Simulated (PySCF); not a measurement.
C₂H₅ (SMILES [CH2]C), doublet, geometry from GFN2-xTB; M06/6-31G in PySCF.

PySCF was given this input:
```python
from pyscf import gto, scf, dft

mol = gto.Mole()
mol.atom = '''
    C    -0.02614715   -0.68564880   -0.01471818
    C     0.00914777    0.78429993    0.01653914
    H     0.98817534   -1.11000404   -0.01568722
    H    -0.53087951   -1.08690884    0.86435588
    H    -0.52155198   -1.05009079   -0.91400379
    H     0.10921562    1.30609826    0.94783358
    H     0.05703688    1.34899869   -0.89342413
'''
mol.basis = '6-31g'
mol.spin = 1
mol.verbose = 4
mol.build()

mf = dft.UKS(mol)
mf.xc = 'm06'
mf.kernel()
```

What the program printed (banner, timings and long lists left out):

```
PySCF version 2.14.0

[INPUT] verbose = 4
[INPUT] num. atoms = 7
[INPUT] num. electrons = 17
[INPUT] charge = 0
[INPUT] spin (= nelec alpha-beta = 2S) = 1
[INPUT] symmetry False subgroup None
[INPUT] Mole.unit = angstrom
[INPUT] Symbol           X                Y                Z      unit          X                Y                Z       unit  Magmom
[INPUT]  1 C     -0.026147150000  -0.685648800000  -0.014718180000 AA   -0.049410952438  -1.295688449637  -0.027813329252 Bohr   0.0
[INPUT]  2 C      0.009147770000   0.784299930000   0.016539140000 AA    0.017286779951   1.482112067216   0.031254444936 Bohr   0.0
[INPUT]  3 H      0.988175340000  -1.110004040000  -0.015687220000 AA    1.867380755649  -2.097603632761  -0.029644549456 Bohr   0.0
[INPUT]  4 H     -0.530879510000  -1.086908840000   0.864355880000 AA   -1.003216879043  -2.053960029969   1.633395887357 Bohr   0.0
[INPUT]  5 H     -0.521551980000  -1.050090790000  -0.914003790000 AA   -0.985590401925  -1.984383999028  -1.727216839914 Bohr   0.0
[INPUT]  6 H      0.109215620000   1.306098260000   0.947833580000 AA    0.206387610325   2.468168003171   1.791145877866 Bohr   0.0
[INPUT]  7 H      0.057036880000   1.348998690000  -0.893424130000 AA    0.107784082200   2.549238066497  -1.688326918778 Bohr   0.0

nuclear repulsion = 37.2771801555113
number of shells = 20
number of NR pGTOs = 64
number of NR cGTOs = 28
basis = 6-31g
ecp = {}

******** <class 'pyscf.dft.uks.UKS'> ********
method = UKS
initial guess = minao
damping factor = 0
level_shift factor = 0
DIIS = <class 'pyscf.scf.diis.CDIIS'>
diis_start_cycle = 1
diis_space = 8
diis_damp = 0
SCF conv_tol = 1e-09
SCF conv_tol_grad = None
SCF max_cycles = 50
direct_scf = True
direct_scf_tol = 1e-13
number electrons alpha = 9  beta = 8
XC library pyscf.dft.libxc version 7.1.2
    S. Lehtola, C. Steigemann, M. J. T. Oliveira, and M. A. L. Marques,  SoftwareX 7, 1–5 (2018)
XC functionals = m06
    Y. Zhao and D. G. Truhlar,  Theor. Chem. Acc. 120, 215 (2008)
    Y. Zhao and D. G. Truhlar,  Theor. Chem. Acc. 120, 215 (2008)
radial grids:
    Treutler-Ahlrichs [JCP 102, 346 (1995); DOI:10.1063/1.469408] (M4) radial grids

becke partition: Becke, JCP 88, 2547 (1988); DOI:10.1063/1.454033
pruning grids: <function nwchem_prune>
grids dens level: 3
symmetrized grids: False
atomic radii adjust function: <function treutler_atomic_radii_adjust>
small_rho_cutoff = 0
Set gradient conv threshold to 3.16228e-05
tot grids = 77280
init E= -79.0389071864425

cycle= 1 E= -79.0417582922403  delta_E= -0.00285  |g|=  0.2  |ddm|=  1.5
cycle= 2 E= -79.0444947351757  delta_E= -0.00274  |g|= 0.197  |ddm|= 0.356
cycle= 3 E= -79.0660707756834  delta_E= -0.0216  |g|= 0.0111  |ddm|= 0.186
cycle= 4 E= -79.0662226122086  delta_E= -0.000152  |g|= 0.00479  |ddm|= 0.0252
cycle= 5 E= -79.0662375749363  delta_E= -1.5e-05  |g|= 0.002  |ddm|= 0.00603
cycle= 6 E= -79.066240612802  delta_E= -3.04e-06  |g|= 0.000213  |ddm|= 0.00278
cycle= 7 E= -79.066240669147  delta_E= -5.63e-08  |g|= 4.43e-05  |ddm|= 0.000609
cycle= 8 E= -79.0662406718797  delta_E= -2.73e-09  |g|= 1.11e-05  |ddm|= 0.000116
cycle= 9 E= -79.0662406720743  delta_E= -1.95e-10  |g|= 2.85e-06  |ddm|= 3.33e-05
Extra cycle  E= -79.0662406720844  delta_E= -1.01e-11  |g|= 1.09e-06  |ddm|= 5.51e-06
converged SCF energy = -79.0662406720844  <S^2> = 0.75487421  2S+1 = 2.0048683
```
